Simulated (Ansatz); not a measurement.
The O2–H6 bond of GeH4O (SMILES [OH][GeH3]) is stretched (multiplicity 1, the rest rigid).
Geometry at rest (charge 0, multiplicity 1):
```xyz
6

Ge    -0.329     0.068     0.073
O      1.357    -0.357    -0.372
H     -0.545    -0.155     1.584
H     -1.186    -0.885    -0.765
H     -0.608     1.543    -0.281
H      2.012     0.175     0.090
```

Cores are frozen in the correlated methods. Filled d and f shells under p-block atoms count as core.

Run with Ansatz (a program for electronic structure). Each number belongs to the level named beside it.

FIC-MRCISD+Q on CASSCF(4,3)/cc-pVTZ, total energies (hartree):

```json
[
 {"R (Å)": "0.962", "CASSCF": "-2152.660919", "MRCISD": "-2153.007609", "weight c² of the reference": "0.90674"},
 {"R (Å)": "1.684", "CASSCF": "-2152.543210", "MRCISD": "-2152.876444", "weight c² of the reference": "0.90479"},
 {"R (Å)": "3.078", "CASSCF": "-2152.497636", "MRCISD": "-2152.819477", "weight c² of the reference": "0.90734"}
]
```

Q: Add the Davidson correction (E_MRCISD − E_CASSCF)(1 − c²)/c² and give the energies above the first point at the three levels.

A: 
Corrections (hartree): -0.035658, -0.035064, -0.032869. Above the first point (kcal/mol):
- R = 1.684 Å: CASSCF 73.9, MRCISD 82.3, with the correction 82.7
- R = 3.078 Å: CASSCF 102.5, MRCISD 118.1, with the correction 119.8

Doubts at one or more of the structures used: active orbitals that take no part (FIC-MRCISD+Q on CASSCF(4,3)/cc-pVTZ).
